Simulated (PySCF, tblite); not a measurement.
Task: Write Cartesian coordinates for InChI=1S/CH8N2Si/c1-2-3-4/h2-3H,1,4H3 as optimised with GFN2-xTB.

Result: 
```xyz
12
CH8N2Si angstrom
C      1.646   -0.010    0.142
N      0.717   -0.826   -0.623
N     -0.506   -0.175   -0.917
Si    -1.664    0.348    0.250
H      1.247    0.318    1.110
H      1.893    0.872   -0.449
H      2.552   -0.591    0.304
H      0.485   -1.661   -0.089
H     -0.400    0.349   -1.774
H     -1.873   -0.818    1.110
H     -2.817    0.712   -0.564
H     -1.280    1.482    1.108
```

Any rigid rotation of these coordinates is as good. Atoms count from 1 in this order. Of the pairs four or more bonds apart, Si4···H5 is among the closest relative to their van der Waals radii: 3.04 Å, 92 % of the sum of Bondi's values. N3 (hydrazine nitrogen) has angles 125.4°, 119.1° and 108.9°, sum 353.4°, 0.20 Å off the plane of its three neighbours. N2 (hydrazine nitrogen) is pyramidal (angles 113.8°, 109.3° and 106.8°, sum 329.9°, 0.41 Å off the plane of its three neighbours). Si4 (SiH3 silicon) is distorted tetrahedral (angles from 103.2° to 116.9°).

Bonds between heavy atoms (Å): C1–N2 1.454, N2–N3 1.417, N3–Si4 1.725.

Structure optimised with GFN2-xTB, isolated species.

Point group: C1 (no symmetry element, even within 0.4 Å). Its GFN2-xTB frequencies are all real (lowest 92 cm⁻¹). One conformer, not necessarily the lowest (C1–N2–N3–Si4 -64°). 2 starts were optimised and ended at 0.00 and 1.23 kcal/mol (GFN2-xTB); the lowest of these is shown.

All values are computed, not measured.
